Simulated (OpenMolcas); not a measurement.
Mn5+, Tc5+, Re5+: d² down the group

```json
{
 "Program": "OpenMolcas",
 "Method": "RASSCF",
 "Basis": "ANO-RCC-VQZP",
 "Scalar Hamiltonian": "DKH2, point nucleus",
 "Spin-orbit coupling": "state interaction with AMFI integrals over the reference wave functions, term energies averaged over their components"
}
```

Active space for each ion: 8 electrons in 8 orbitals (RAS1 p, at most 2 holes; RAS2 d).

Computed levels in cm-1 above ³F₂:

```tsv
Level	Mn5+	Tc5+	Re5+
³F₃	753	2072	8350
³F₄	1707	4420	15377
¹D₂	17232	13625	18453
³P₀	20682	14809	16005
³P₁	20953	15686	20955
³P₂	21542	17808	30072
¹G₄	29581	22586	29897
¹S₀	61835	46213	54166
weight of ³F in the lowest level (%)	100	98	90
```

Mixed levels, with the weight of the term that names them: Re5+ ¹D₂ (51 %), Re5+ ³P₂ (58 %).

Measured, with the error of the calculation in %. Measured levels: Mn5+ from Corliss and Sugar, J. Phys. Chem. Ref. Data 6, 1253 (1977).

```
Level           Mn5+
  ³F₃     746 (+1.0)
  ³F₄    1669 (+2.3)
  ¹D₂  15336 (+12.4)
  ³P₀  17782 (+16.3)
  ³P₁  18057 (+16.0)
  ³P₂  18628 (+15.6)
  ¹G₄  25511 (+16.0)
```

The fine-structure level ³F₄ changes by a factor of 9.01 from Mn5+ to Re5+.

Without spin-orbit coupling ¹D lies 16319, 11615, 10906 cm-1 above ³F in that order; the difference to the level ¹D₂, of either sign, comes from spin-orbit coupling, which also lowers the zero.

Without dynamic correlation excited terms often stand tens of per cent too high (terms of higher spin than the ground term too low), and those without a measured partner can miss by more than the paired ones. Active for correlation alone: 3p; no level in the range computed is led by a configuration that opens it, so any true level of that kind is missing (holds for Mn5+). Active for correlation alone: 4p; no level in the range computed is led by a configuration that opens it, so any true level of that kind is missing (holds for Tc5+). Active for correlation alone: 5p; no level in the range computed is led by a configuration that opens it, so any true level of that kind is missing (holds for Re5+). Computed and measured levels are paired by configuration, term and J; levels that our copy of the source lacks, or whose pairing is in doubt (as where it misses far off the trend of its configuration), stay unpaired and out of the deviations. Levels of configurations outside the active space are missing.
